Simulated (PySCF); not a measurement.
Species: sum formula HSiO$_{2}$Br$_{2}$, net charge 0, doublet state. It need not be the lowest isomer of its formula. 
Geometry from a B3LYP-D3(BJ)/def2-TZVP (Ansatz) optimisation:
SMILES: [O][Si](O)(Br)Br
```xyz
6

Si    -0.6610     0.0787     0.2195
Br     0.0083    -0.2890    -1.8777
Br     1.0082     0.1952     1.6363
O     -1.3417     1.5074    -0.1600
O     -1.6398    -1.0812     0.7906
H     -2.4743    -1.2276     0.3323
```
Charge 0, spin multiplicity 2.

Dispersion corrections to the total energy (kcal/mol) from the dftd3 and dftd4 libraries through PySCF: D3(BJ) without and D4 with the three-body term, each with the damping fitted for the functional named.

```csv
functional,D3(BJ),D4
BP86,-8.52,-7.41
HF,-33.12,-16.62
r2SCAN,-1.19,-1.14
TPSSh,-5.49,-6.36
B2GP-PLYP,?,-2.25
PBE0,-4.09,?
TPSS,-5.83,?
```

**Question.** Complete the blanks.

**Answer.** 
- B2GP-PLYP, D3(BJ): -5.22
- PBE0, D4: -4.47
- TPSS, D4: -7.06
